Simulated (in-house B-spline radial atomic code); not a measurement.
Configurations of K V (K4+), with energies counted from [Ne] 3s2 3p3. Method: non-relativistic B97-1, spin-polarised, spherical fractional occupations, exact exchange averaged over the configuration, point nucleus. Calculated with a radial B-spline atomic code at the basis-set limit. Shells without spins written out take the highest spin.

Occupations are held fixed; configurations that lie above the ionisation limit could autoionise.

```json
{"configuration": "[Ne] 3s1 3p4", "E - E(ref) (eV)": "17.509", "highest orbital": "3p down", "its <r> (bohr)": "1.265"}
{"configuration": "[Ne] 3s2 3p2 4s1", "E - E(ref) (eV)": "42.011", "highest orbital": "4s up", "its <r> (bohr)": "2.623"}
{"configuration": "[Ne] 3s2 3p2 4f1", "E - E(ref) (eV)": "59.642", "highest orbital": "4f up", "its <r> (bohr)": "3.336"}
{"configuration": "[Ne] 3s1 3p3 4f1", "E - E(ref) (eV)": "71.705", "highest orbital": "4f up", "its <r> (bohr)": "3.287"}
{"configuration": "[He] 2s2 2p5 3s2 3p3 3d1", "E - E(ref) (eV)": "308.31", "highest orbital": "3d up", "its <r> (bohr)": "1.247"}
```

Q: Order these further configurations by energy, lowest first.
A. [Ne] 3s2 3p2 4d1
B. [He] 2s2 2p5 3s2 3p3 4s1
C. [Ne] 3s1 3p3 4d1
D. [He] 2s2 2p5 3s2 3p3 4p1
E. [Ne] 3s1 3p3 4s1

A: E (53.938 eV), A (55.039 eV), C (67.111 eV), B (327.16 eV), D (332.55 eV).
